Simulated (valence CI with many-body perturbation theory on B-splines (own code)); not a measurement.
# Energy levels of Tc XXXVII

Calculated by relativistic CI+MBPT: five valence electrons over a frozen Dirac-Fock core [He], radial functions for each j: 11 s, 11 p, 10 d, 8 f, 5 g, 2 h, with the one-electron correlation potential Σ1 (screened to all orders), the two-electron term Σ2, the three-electron term Σ3, Breit, model QED; selected single and double excitations, second order for the rest, scaled by the run's own slope (own B-spline code, finite nucleus).

No measured spectrum was set against this ion. As an estimate, large intervals hold to a few tenths of a per cent, small ones and those within an open d or f shell to about a per cent. Among the levels kept, up to 11000 cm⁻¹ of a level comes from second order outside the variational space, and about a tenth of that is noise between levels of different J, which matters for small intervals.

Levels 46 to 90 of 203, with energies above the lowest level, (2s^2 2p1/2^2 2p3/2) J=3/2. "Leading %" is the weight of the configuration and term that name the level; weights of strongly mixed levels are sums over their largest components and can fall short. In the jj column 3d3/2^4 stands for four electrons in 3d with j = 3/2.

```
No.  Configuration  Term    J  E (eV)  Leading %      g     Second component                     Leading jj
 46     2s2.2p2.3d    4D  3/2  3066.0         41  1.161   25 % 2s2.2p2.3d 2P  2s^2 2p1/2 2p3/2 3d5/2 (78 %)
 47     2s2.2p2.3d    2G  9/2  3070.7         55  1.203   45 % 2s2.2p2.3d 4F  2s^2 2p1/2 2p3/2 3d5/2 (98 %)
 48     2s2.2p2.3d    4D  5/2  3073.2         39  1.176   28 % 2s2.2p2.3d 2D  2s^2 2p1/2 2p3/2 3d3/2 (48 %)
 49     2s2.2p2.3d    4P  3/2  3074.2         44  1.379   28 % 2s2.2p2.3d 2P  2s^2 2p1/2 2p3/2 3d3/2 (77 %)
 50     2s2.2p2.3s    2S  1/2  3074.6         55  2.016   13 % 2s2.2p2.3d 2S         2s^2 2p3/2^2 3s (74 %)
 51     2s2.2p2.3d    4P  1/2  3077.1         36  1.810   27 % 2s2.2p2.3d 2P  2s^2 2p1/2 2p3/2 3d3/2 (82 %)
 52     2s2.2p2.3d    2D  5/2  3082.9         59  1.190   17 % 2s2.2p2.3d 2F  2s^2 2p1/2 2p3/2 3d5/2 (82 %)
 53     2s2.2p2.3d    2F  7/2  3085.8         57  1.096   27 % 2s2.2p2.3d 2G  2s^2 2p1/2 2p3/2 3d5/2 (87 %)
 54     2s2.2p2.3d    2D  3/2  3087.0         64  0.934   24 % 2s2.2p2.3d 2P  2s^2 2p1/2 2p3/2 3d5/2 (96 %)
 55     2s2.2p2.3d    2P  1/2  3090.4         65  1.061   22 % 2s2.2p2.3d 2S  2s^2 2p1/2 2p3/2 3d5/2 (87 %)
 56      2s.2p3.3p    6P  3/2  3093.3         43  1.904    23 % 2s.2p3.3p 4P  2s 2p1/2^2 2p3/2 3p1/2 (87 %)
 57      2s.2p3.3s   4D°  1/2  3094.7         47  0.658   32 % 2s.2p3.3s 2P°     2s 2p1/2^2 2p3/2 3s (90 %)
 58      2s.2p3.3p    6P  5/2  3095.5         31  1.519    18 % 2s.2p3.3p 4P  2s 2p1/2^2 2p3/2 3p1/2 (82 %)
 59      2s.2p3.3s   2P°  3/2  3097.6         25  1.343   21 % 2s.2p3.3s 2D°     2s 2p1/2^2 2p3/2 3s (90 %)
 60     2s2.2p2.3p   2P°  3/2  3101.6         25  1.416  21 % 2s2.2p2.3p 4S°      2s^2 2p3/2^2 3p1/2 (93 %)
 61     2s2.2p2.3p   2D°  5/2  3105.1         47  1.181  24 % 2s2.2p2.3p 2F°      2s^2 2p3/2^2 3p1/2 (95 %)
 62     2s2.2p2.3p   2P°  1/2  3126.0         58  1.016  27 % 2s2.2p2.3p 2S°      2s^2 2p3/2^2 3p3/2 (65 %)
 63      2s.2p3.3p    6P  7/2  3127.3         53  1.543    34 % 2s.2p3.3p 4D  2s 2p1/2^2 2p3/2 3p3/2 (88 %)
 64     2s2.2p2.3p   2D°  5/2  3127.8         52  1.287  33 % 2s2.2p2.3p 4P°      2s^2 2p3/2^2 3p3/2 (96 %)
 65     2s2.2p2.3p   4D°  7/2  3128.5         53  1.297  43 % 2s2.2p2.3p 2F°      2s^2 2p3/2^2 3p3/2 (95 %)
 66      2s.2p3.3p    4P  3/2  3133.8         44  1.633    19 % 2s.2p3.3p 2P  2s 2p1/2^2 2p3/2 3p3/2 (90 %)
 67     2s2.2p2.3p   2P°  1/2  3137.1         83  0.818   8 % 2s2.2p2.3p 4P°      2s^2 2p3/2^2 3p1/2 (66 %)
 68      2s.2p3.3p    4D  1/2  3139.1         37  1.173    31 % 2s.2p3.3p 4P  2s 2p1/2^2 2p3/2 3p1/2 (54 %)
 69      2s.2p3.3p    4P  5/2  3141.8         39  1.496    24 % 2s.2p3.3p 6P  2s 2p1/2^2 2p3/2 3p3/2 (84 %)
 70      2s.2p3.3p    4F  3/2  3143.9         32  0.898    25 % 2s.2p3.3p 2D  2s 2p1/2^2 2p3/2 3p1/2 (92 %)
 71      2s.2p3.3p    4P  1/2  3148.1         38  1.726    29 % 2s.2p3.3p 2P  2s 2p1/2^2 2p3/2 3p3/2 (52 %)
 72      2s.2p3.3s   4D°  5/2  3153.8         48  1.580   34 % 2s.2p3.3s 6S°     2s 2p1/2 2p3/2^2 3s (88 %)
 73     2s2.2p2.3p   2P°  3/2  3154.1         62  1.292  15 % 2s2.2p2.3p 2D°      2s^2 2p3/2^2 3p3/2 (93 %)
 74     2s2.2p2.3p   2P°  3/2  3164.8         49  1.327  10 % 2s2.2p2.3p 2D°      2s^2 2p3/2^2 3p3/2 (71 %)
 75      2s.2p3.3s   4S°  3/2  3168.8         24  1.366   22 % 2s.2p3.3s 2D°     2s 2p1/2 2p3/2^2 3s (67 %)
 76      2s.2p3.3s   4D°  7/2  3178.9         84  1.419    6 % 2s.2p3.3d 6D°     2s 2p1/2 2p3/2^2 3s (84 %)
 77      2s.2p3.3p    4F  5/2  3180.8         24  1.213    18 % 2s.2p3.3p 2D  2s 2p1/2^2 2p3/2 3p3/2 (91 %)
 78      2s.2p3.3d   6D°  5/2  3181.0         43  1.411   26 % 2s.2p3.3d 4D°  2s 2p1/2^2 2p3/2 3d3/2 (85 %)
 79      2s.2p3.3d   6D°  3/2  3182.2         51  1.588   17 % 2s.2p3.3d 4P°  2s 2p1/2^2 2p3/2 3d3/2 (85 %)
 80      2s.2p3.3d   6D°  7/2  3182.7         38  1.400   17 % 2s.2p3.3d 4F°  2s 2p1/2^2 2p3/2 3d3/2 (60 %)
 81      2s.2p3.3d   6D°  1/2  3182.7         55  2.761   33 % 2s.2p3.3d 4P°  2s 2p1/2^2 2p3/2 3d3/2 (86 %)
 82      2s.2p3.3p    4D  3/2  3187.3         26  1.206    14 % 2s.2p3.3p 2P  2s 2p1/2^2 2p3/2 3p3/2 (89 %)
 83      2s.2p3.3d   6D°  9/2  3188.2         53  1.423   35 % 2s.2p3.3d 4F°  2s 2p1/2^2 2p3/2 3d5/2 (88 %)
 84      2s.2p3.3p    4P  1/2  3190.4         41  1.707    10 % 2s.2p3.3p 2S  2s 2p1/2^2 2p3/2 3p3/2 (79 %)
 85     2s2.2p2.3d    2D  3/2  3191.7         40  1.113   20 % 2s2.2p2.3d 4P      2s^2 2p3/2^2 3d3/2 (95 %)
 86     2s2.2p2.3d    2F  7/2  3191.8         48  1.257   40 % 2s2.2p2.3d 4D      2s^2 2p3/2^2 3d5/2 (95 %)
 87      2s.2p3.3s   2D°  5/2  3191.9         75  1.235   20 % 2s.2p3.3s 4D°     2s 2p1/2 2p3/2^2 3s (96 %)
 88     2s2.2p2.3d    2D  5/2  3192.2         28  1.209   26 % 2s2.2p2.3d 4D      2s^2 2p3/2^2 3d3/2 (84 %)
 89     2s2.2p2.3d    2P  1/2  3193.1         58  1.034   17 % 2s2.2p2.3d 4P      2s^2 2p3/2^2 3d3/2 (60 %)
 90     2s2.2p2.3d    4F  9/2  3193.8         54  1.227   44 % 2s2.2p2.3d 2G      2s^2 2p3/2^2 3d5/2 (97 %)
```
